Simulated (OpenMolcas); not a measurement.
## 5d⁶ along the 74-electron sequence

```yaml
Program: OpenMolcas 26.06
Method: CASSCF
Basis: ANO-RCC-VQZP
Scalar_Hamiltonian: DKH2, point nucleus
Spin-orbit_coupling: state interaction with AMFI integrals over the reference wave functions, term energies averaged over their components
```

Active space for each ion: 6 electrons in 5 orbitals (5d).

Computed levels in cm-1 above ⁵D₄:

| Level | Os2+ | Ir3+ | Pt4+ | Au5+ |
| --- | --- | --- | --- | --- |
| ⁵D₃ | 4548 | 5865 | 7404 | 9200 |
| ⁵D₁ | 7294 | 9109 | 11133 | 13401 |
| ⁵D₀ | 7765 | 9591 | 11547 | 13628 |
| ³H₆ | 18520 | 21110 | 23705 | 26399 |
| ³H₅ | 18724 | 21259 | 23785 | 26400 |
| ³F₃(1) | 22095 | 25261 | 28436 | 31719 |
| ³F₂(1) | 23117 | 26361 | 29587 | 32922 |
| ³G₅ | 27208 | 31796 | 36625 | 41816 |
| ³G₄ | 28183 | 32533 | 36950 | 41550 |
| weight of ⁵D in the lowest level (%) | 89 | 87 | 84 | 80 |

Mixed levels, with the weight of the term that names them: Os2+ ³H₅ (59 %), Os2+ ³F₃(1) (60 %), Os2+ ³G₅ (59 %), Os2+ ³G₄ (68 %), Ir3+ ³H₅ (56 %), Ir3+ ³F₃(1) (56 %), Ir3+ ³G₅ (56 %), Ir3+ ³G₄ (66 %), Pt4+ ³H₅ (54 %), Pt4+ ³F₃(1) (53 %), Pt4+ ³F₂(1) (73 %), Pt4+ ³G₅ (54 %), Pt4+ ³G₄ (64 %), Au5+ ³H₅ (52 %), Au5+ ³F₃(1) (50 %), Au5+ ³F₂(1) (68 %), Au5+ ³G₅ (52 %), Au5+ ³G₄ (60 %).

The fine-structure level ⁵D₀ changes by a factor of 1.76 from Os2+ to Au5+. Its fourth root runs 9.39, 9.90, 10.37, 10.80, with steps per unit of Z of 0.51, 0.47, 0.44; equal steps would mean a (Z - σ)^4 law with constant σ.

³H₆ changes by a factor of 1.43 over the same range, with steps per unit of Z of +2590, +2600, +2690 cm-1.

Without dynamic correlation excited terms often stand tens of per cent too high (terms of higher spin than the ground term too low), and those without a measured partner can miss by more than the paired ones. Configurations with an s electron lie low in 5d ions of this charge, fall among these levels and mix in, so low-spin terms can stand far too high, up to twice their true height, and weights are not those of the real levels (holds for Os2+). Levels of configurations outside the active space are missing.

A number in round brackets counts repeated terms of one configuration in the order of the reference energies.
